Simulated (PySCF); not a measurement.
C2H6AlBrO, SMILES C[O][Al]([CH3])[Br]. Atoms are numbered in the order given.

```xyz
11

Al     0.6482     0.5883     0.0000
Br    -0.3746    -1.4519     0.0000
C      2.5817     0.7865     0.0000
H      2.8735     1.8555     0.0000
H      3.0273     0.2992     0.8917
H      3.0273     0.2992    -0.8917
O     -0.3596     1.9685     0.0000
C     -1.7415     2.2212     0.0000
H     -2.0269     2.8159     0.8967
H     -2.3533     1.2896     0.0000
H     -2.0269     2.8159    -0.8967
```
Charge 0, spin multiplicity 1.

The structure is a stationary point at PBE-D3(BJ)/def2-SVP. The values are those of a single conformer.

Calculation: PBE-D3(BJ)/def2-SVP in PySCF 2.14.0.

Frequencies are harmonic and unscaled.

Computed normal modes with their intensities:
```json
[
 {"mode": "1", "ν (cm⁻¹)": "35", "IR (km/mol)": "0.2", "moving atoms (share of kinetic energy)": "H 98 %"},
 {"mode": "2", "ν (cm⁻¹)": "82", "IR (km/mol)": "3.9", "moving atoms (share of kinetic energy)": "C 49 %, H 22 %, Br 21 %"},
 {"mode": "3", "ν (cm⁻¹)": "93", "IR (km/mol)": "0.0", "moving atoms (share of kinetic energy)": "H 98 %"},
 {"mode": "4", "ν (cm⁻¹)": "112", "IR (km/mol)": "1.5", "moving atoms (share of kinetic energy)": "O 32 %, H 29 %, C 27 %, Al 12 %"},
 {"mode": "5", "ν (cm⁻¹)": "136", "IR (km/mol)": "0.8", "moving atoms (share of kinetic energy)": "C 45 %, H 29 %, Br 12 %, Al 9 %"},
 {"mode": "6", "ν (cm⁻¹)": "201", "IR (km/mol)": "24.7", "moving atoms (share of kinetic energy)": "Al 54 %, O 29 %, H 13 %"},
 {"mode": "7", "ν (cm⁻¹)": "245", "IR (km/mol)": "13.3", "moving atoms (share of kinetic energy)": "O 60 %, C 11 %, H 11 %, Al 9 %, Br 8 %"},
 {"mode": "8", "ν (cm⁻¹)": "357", "IR (km/mol)": "35.7", "moving atoms (share of kinetic energy)": "Al 37 %, Br 25 %, C 24 %, H 8 %"},
 {"mode": "9", "ν (cm⁻¹)": "610", "IR (km/mol)": "36.2", "moving atoms (share of kinetic energy)": "C 35 %, H 29 %, Al 24 %, O 12 %"},
 {"mode": "10", "ν (cm⁻¹)": "649", "IR (km/mol)": "41.8", "moving atoms (share of kinetic energy)": "H 77 %, C 18 %"},
 {"mode": "11", "ν (cm⁻¹)": "688", "IR (km/mol)": "107.8", "moving atoms (share of kinetic energy)": "H 54 %, C 25 %, Al 21 %"},
 {"mode": "12", "ν (cm⁻¹)": "756", "IR (km/mol)": "87.3", "moving atoms (share of kinetic energy)": "Al 49 %, C 23 %, H 15 %, O 13 %"},
 {"mode": "13", "ν (cm⁻¹)": "1139", "IR (km/mol)": "57.0", "moving atoms (share of kinetic energy)": "H 63 %, C 24 %, O 13 %"},
 {"mode": "14", "ν (cm⁻¹)": "1146", "IR (km/mol)": "0.0", "moving atoms (share of kinetic energy)": "H 76 %, C 19 %"},
 {"mode": "15", "ν (cm⁻¹)": "1163", "IR (km/mol)": "8.2", "moving atoms (share of kinetic energy)": "H 79 %, C 21 %"},
 {"mode": "16", "ν (cm⁻¹)": "1195", "IR (km/mol)": "267.8", "moving atoms (share of kinetic energy)": "O 51 %, C 32 %, H 14 %"},
 {"mode": "17", "ν (cm⁻¹)": "1374", "IR (km/mol)": "3.3", "moving atoms (share of kinetic energy)": "H 95 %"},
 {"mode": "18", "ν (cm⁻¹)": "1374", "IR (km/mol)": "1.4", "moving atoms (share of kinetic energy)": "H 96 %"},
 {"mode": "19", "ν (cm⁻¹)": "1422", "IR (km/mol)": "1.0", "moving atoms (share of kinetic energy)": "H 97 %"},
 {"mode": "20", "ν (cm⁻¹)": "1424", "IR (km/mol)": "1.7", "moving atoms (share of kinetic energy)": "H 96 %"},
 {"mode": "21", "ν (cm⁻¹)": "1427", "IR (km/mol)": "15.4", "moving atoms (share of kinetic energy)": "H 89 %, C 9 %"},
 {"mode": "22", "ν (cm⁻¹)": "2916", "IR (km/mol)": "100.9", "moving atoms (share of kinetic energy)": "H 97 %"},
 {"mode": "23", "ν (cm⁻¹)": "2976", "IR (km/mol)": "0.7", "moving atoms (share of kinetic energy)": "H 97 %"},
 {"mode": "24", "ν (cm⁻¹)": "2995", "IR (km/mol)": "38.0", "moving atoms (share of kinetic energy)": "H 90 %, C 10 %"},
 {"mode": "25", "ν (cm⁻¹)": "3002", "IR (km/mol)": "34.8", "moving atoms (share of kinetic energy)": "H 90 %, C 10 %"},
 {"mode": "26", "ν (cm⁻¹)": "3071", "IR (km/mol)": "0.9", "moving atoms (share of kinetic energy)": "H 91 %, C 9 %"},
 {"mode": "27", "ν (cm⁻¹)": "3089", "IR (km/mol)": "1.5", "moving atoms (share of kinetic energy)": "H 91 %, C 9 %"}
]
```
